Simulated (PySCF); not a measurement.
# Electronic structure of N⁺ (nitrogen, charge +1) at the UHF level

Configuration: [He] 2s2 2p2, high-spin 3P determinant. All numbers are calculated (PySCF 2.14, no relativity, point nucleus, in def2-TZVP (5s3p2d1f, 31 functions)).

- Total energy: -53.891999 hartree
- One-electron energy: -70.0572 hartree
- Hartree (Coulomb) energy: 22.3778 hartree
- Exchange energy: -6.2127 hartree
- Kinetic energy: 53.89631 hartree
- ⟨S²⟩: 2.0069
- ⟨L²⟩: 2.011
- Sum of ⟨r⟩: 5.450 bohr
- Sum of ⟨r²⟩: 7.760 bohr²
- Traceless quadrupole moment −½Σ⟨3z² − r²⟩ along its main axis: 0.770 e·bohr²
- Density at the nucleus (Gaussians lack the cusp): 201 bohr⁻³
- Spin density at the nucleus: 0.0709 bohr⁻³
- Langevin diamagnetic susceptibility: -6.15 ×10⁻⁶ cm³/mol
- Time after the integrals: 0.13 s of wall time on 1 thread of Neoverse-N1 (shared host)

```json
{"shell": "1s α", "electrons": "1", "mean orbital energy (eV)": "-444.10", "rms radius, mean of both spins (bohr)": "0.265"}
{"shell": "1s β", "electrons": "1", "mean orbital energy (eV)": "-442.05", "rms radius, mean of both spins (bohr)": "0.265"}
{"shell": "2s α", "electrons": "1", "mean orbital energy (eV)": "-44.151", "rms radius, mean of both spins (bohr)": "1.37"}
{"shell": "2s β", "electrons": "1", "mean orbital energy (eV)": "-35.535", "rms radius, mean of both spins (bohr)": "1.37"}
{"shell": "2p α", "electrons": "2", "mean orbital energy (eV)": "-30.380", "rms radius, mean of both spins (bohr)": "1.39"}
```
